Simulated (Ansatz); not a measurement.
Geometry optimisation, Ansatz 0.2.0, RKS BLYP-D4/def2-mTZVP.

Input:

```yaml
crystal:
  periodic: [false, false, false]
  atoms:
    - { symbol: Sn, position_ang: [0.8656, 0.7091, -0.6063] }
    - { symbol: F, position_ang: [-0.0745, -1.42, -0.6615] }
    - { symbol: H, position_ang: [-0.0051, -1.0548, 0.4828] }
    - { symbol: Cl, position_ang: [0.2825, -0.2767, 1.704] }
    - { symbol: Cl, position_ang: [-1.0685, 2.0424, -0.9191] }
basis:
  gaussian: { orbitals: def2-mTZVP }
hamiltonian:
  xc: blyp
  dispersion: d4
relax:
  f_tol: 0.15
  max_steps: 25
  restrain:
    - { distance: [2, 1], at: 2.18, k: 30.0 }
    - { distance: [0, 1], at: 1.96, k: 30.0 }
    - { distance: [0, 2], at: 1.7, k: 30.0 }
```

Command:

```bash
$ ansatz run input.yaml --threads 2 --pin off --max-ram 3072MiB --backend cpu --events-out ev --progress --plain --runs-dir out
```

**Question.** Where does it end, and by what steps?

**Answer.** The run converged. The restraints hold the end off the free minimum. After 8 steps the energy has risen by 1.108 eV (the restraints' own energy left out); H3 moved furthest, 0.81 Å. Parted: Sn1–Cl4. Joined: Sn1–H3.

```
step  energy less start (eV)  largest force component (eV/Å)  accepted
   0                  0.0000                           1.649       yes
   1                  0.6950                           2.846       yes
   2                  1.2097                           3.658       yes
   3                  1.1017                           2.808       yes
   4                  1.0856                           2.920       yes
   5                  1.1374                           2.559       yes
   6                  1.1179                           2.638       yes
   7                  1.0645                           2.732        no
   8                  1.1080                           2.682       yes
```

```xyz
5
Properties=species:S:1:pos:R:3
Sn 0.735 0.397 -0.739
F -0.206 -1.301 -1.108
H 0.433 -0.462 0.809
Cl 0.122 -0.590 2.151
Cl -1.084 1.956 -1.112
```

The run took 18 s on 2 threads of Arm Neoverse V1, with other jobs on the host, peak memory 0.14 GiB.
